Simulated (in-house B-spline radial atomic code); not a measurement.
## Response and correlation of Rh³⁵⁺

Closed shell [He] 2s2 2p6. Computed with an all-electron radial atomic-structure program (B-spline basis): Dirac-Hartree-Fock, relativistic RPA (time-dependent Dirac-Hartree-Fock) for the response and second-order many-body perturbation theory for correlation, no-pair Dirac-Coulomb Hamiltonian, finite nucleus.

Command:
```bash
python run_mb.py task.json out
```
Settings (nuclear radius in fm, box in bohr, cutoff in hartree):
```
basis_form          2
Z                   45
core_configuration  [He] 2s2 2p6
rms_radius          4.4945
mass_number         103
speed_of_light      137.036
box_radius          2.56
lmax                7
intervals           57
virtual_cutoff      50625.0
```

Time taken, with all properties: 1.2 s on 1 thread of Intel(R) Xeon(R) Platinum 8488C (shared host).

```tsv
multipole (bohr³, bohr⁵, bohr⁷)	uncoupled	coupled RPA
dipole	0.00042973	?
quadrupole	1.2084e-05	1.244e-05
octupole	5.1704e-07	5.3212e-07
```

**Question.** What is the coupled dipole polarisability?

**Answer.** 0.00043209 atomic units, +1 % against the uncoupled value.

**Question.** Which subshells carry the dipole polarisability?

**Answer.** 2p3/2 59.6 %, 2p1/2 26.1 %, 2s1/2 14.2 %.

**Question.** What does the dipole shielding factor come to?

**Answer.** The dipole shielding factor is 0.222, against the exact N/Z = 10/45 = 0.222 of the non-relativistic theorem.

Dipole polarisability at imaginary frequency:

```tsv
u (Eh)	α(iu) (bohr³)
0	0.0004321
4.32	0.0004316
10.8	0.0004288
21.6	0.0004191
32.4	0.000404
43.2	0.0003847
64.8	0.0003393
86.4	0.0002921
108	0.0002487
151	0.0001802
216	0.0001153
324	6.278e-05
432	3.891e-05
648	1.902e-05
1080	7.411e-06
2160	1.978e-06
```

**Question.** What dispersion coefficients follow for two such ions (the dispersion part alone)?

**Answer.** C6 = (3/π)∫α(iu)²du = 1.787e-05 hartree·bohr⁶ and C8 = 2.702e-06 hartree·bohr⁸.

Lowest J = 1 odd-parity excitations:

```csv
energy (eV),oscillator strength,leading channel,weight
2797.1,0.132,2p3/2 → s1/2,0.998
2945.7,0.0927,2p1/2 → s1/2,0.994
2992.1,0.000188,2p3/2 → d3/2,0.873
3027.3,1.94,2p3/2 → d5/2,0.857
3161.8,1.55,2p1/2 → d3/2,0.981
3263.5,0.114,2s1/2 → p1/2,0.989
3304.3,0.315,2s1/2 → p3/2,0.993
3809.8,0.0237,2p3/2 → s1/2,0.999
```

Second-order correlation energy by the highest angular momentum of the excited pair (hartree): s -0.01979, p -0.1355, d -0.1835, f -0.0496, g -0.01915, h -0.007192, i -0.003276, k -0.001692.

**Question.** What is the second-order correlation energy at the partial-wave limit?

**Answer.** The listed waves sum to -0.41976 hartree; extrapolating the increments as (l + 1/2)⁻⁴ gives -0.42322 hartree, -1.15 eV per electron.
